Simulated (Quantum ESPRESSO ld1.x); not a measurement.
Problem. These are the eigenvalues of the occupied orbitals of an atom or ion with whole-number occupations (Ry). All-electron calculation, scalar-relativistic Kohn-Sham, LDA (Slater exchange, VWN5 correlation), spin-polarised, spherical densities, point nucleus. Program: ld1.x of Quantum ESPRESSO 7.5.

1s up: -1798.68
1s down: -1798.63
2s up: -283.494
2s down: -283.460
2p up: -256.920
2p down: -256.874
3s up: -70.1600
3s down: -70.0993
3p up: -61.4085
3p down: -61.3418
3d up: -47.5442
3d down: -47.4779
4s up: -27.1191
4s down: -26.7928
4p up: -24.1961

Which element is it, and in what charge state? The configuration may be excited. Open shells, if any, are filled with parallel spins first.

Solution. Z = 46, palladium, charge +14: Pd14+ in [Ar] 3d10 4s2 4p2. The list shows which subshells hold electrons but not how many an open one holds; the 1s level, -899.34 hartree, gives Z - s = 42.4 by -(Z - s)^2/2, which with screening and relativity narrows Z to a few neighbours, and the depths of the outer levels then fix element, charge and occupations together.
